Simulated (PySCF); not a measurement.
# Choosing a basis for TDDFT

C2H7AlFN.
Z-matrix (Å and degrees, PBE0-D3(BJ)/def2-SVP geometry), rows numbered from 1:
```
C 
N   1  1.4412
C   2  1.4428  1  113.64
Al  2  1.7720  1  122.66  3   179.74
F   4  1.6674  2  117.01  1   179.67
H   1  1.1080  2  111.93  3    60.19
H   1  1.1022  2  110.98  3  -179.87
H   1  1.1080  2  111.99  3   -59.90
H   3  1.1078  2  111.81  1   -59.67
H   3  1.1080  2  111.83  1    60.25
H   3  1.1005  2  110.69  1  -179.73
H   4  1.5732  2  122.23  1    -0.20
```

TDDFT with PBE0 (PySCF), vertical singlets, core orbitals frozen in the response, spherical d and f functions. Isolated species at its PBE0-D3(BJ)/def2-SVP geometry, gas phase.

How do the low singlets change with the basis? Take 6-31G*, 6-31+G*, def2-SVP, def2-SVPD, aug-cc-pVDZ, def2-TZVP and def2-TZVPD.

```tsv
basis	functions	diffuse	S1 (eV)	S2 (eV)	S3 (eV)	S4 (eV)	S5 (eV)	LUMO (eV)	α (au)
6-31G*	88	no	5.44	5.55	6.63	7.46	8.13	-0.09	50.8
6-31+G*	108	yes	5.22	5.25	5.88	6.40	6.73	-0.48	55.7
def2-SVP	109	no	5.52	5.58	6.69	7.46	7.56	-0.11	51.9
def2-SVPD	163	yes	5.31	5.36	6.14	6.67	7.10	-0.35	60.5
aug-cc-pVDZ	182	yes	5.12	5.14	5.61	6.08	6.39	-0.57	61.9
def2-TZVP	203	no	5.31	5.42	6.26	7.04	7.37	-0.34	58.4
def2-TZVPD	257	yes	5.16	5.24	5.86	6.39	6.74	-0.43	61.7
```

States are compared by their number. Against the largest diffuse basis here (def2-TZVPD, itself not a converged limit), sets without diffuse functions differ by up to 0.36 eV in S1 and 1.40 eV in S5; the smaller diffuse sets differ by up to 0.15 and 0.36 eV. State by state, the largest deviation of a set without diffuse functions is S1 0.36, S2 0.34, S3 0.83, S4 1.08, S5 1.40 eV. The same number needn't mean the same state in each row. Against def2-TZVPD the polarisability deviates by -18% in 6-31G*, -10% in 6-31+G*, -16% in def2-SVP, -2% in def2-SVPD, 0% in aug-cc-pVDZ, -5% in def2-TZVP. A single + in a Pople set puts diffuse functions on heavy atoms only.
